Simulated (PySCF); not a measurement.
## State search for MgSb

Unrestricted PBE0; basis Mg def2-SVP, Sb def2-SVP with ECP28; scalar-relativistic core potentials; PySCF 2.14. Outer shells of the fragments: Mg 3s2; Sb 4d10 5s2 5p3.

Followed along the bond (rough minima from three points):

```csv
2Ms+1,unpaired,⟨S²⟩ at the start,R at minimum (Å),Te (eV)
4,"σ ↑, π ↑↑",3.76,2.89,0.00
2,"σ ↓, π ↑↑",1.76,2.82,0.18
2,"σ ↑, π ↑↓",1.76,2.84,0.41
2,π ↑,0.84,2.61,0.44
2,σ ↑,0.75,2.82,1.30
```

Solutions found at the starting distance of 2.720 Å, counted from the lowest of them; the search is not exhaustive and high or unbound solutions are not listed, so other states can lie among these:

| 2Ms+1 | unpaired | term | E (eV) | ⟨S²⟩ | ⟨Lz²⟩ | μ (D) |
| --- | --- | --- | --- | --- | --- | --- |
| 4 | σ ↑, π ↑↑ | ⁴Σ⁻ | 0.00 | 3.76 | 0.00 | -1.04 |
| 2 | σ ↓, π ↑↑ | mixed | 0.16 | 1.76 | 0.00 | -1.29 |
| 2 | σ ↑, π ↑↓ | mixed | 0.39 | 1.76 | 2.01 | -1.14 |
| 2 | π ↑ | ²Π | 0.44 | 0.84 | 1.01 | -4.71 |
| 2 | σ ↑ | mixed | 1.28 | 0.75 | 2.00 | -0.98 |
| 4 | σ ↑↑, π ↑ | ⁴Π | 1.70 | 3.75 | 1.02 | -2.47 |
| 4 | π ↑↑↑ | ⁴Π | 2.35 | 3.76 | 1.00 | -1.09 |
| 2 | π ↑ | ²Π | 3.06 | 0.75 | 1.00 | 5.27 |

A term symbol is given only where ⟨S²⟩ and ⟨Lz²⟩ are close to those of a pure state; real π, δ and φ orbitals otherwise mix terms. A positive dipole means Mg(−)Sb(+).

Spin–orbit coupling is left out.
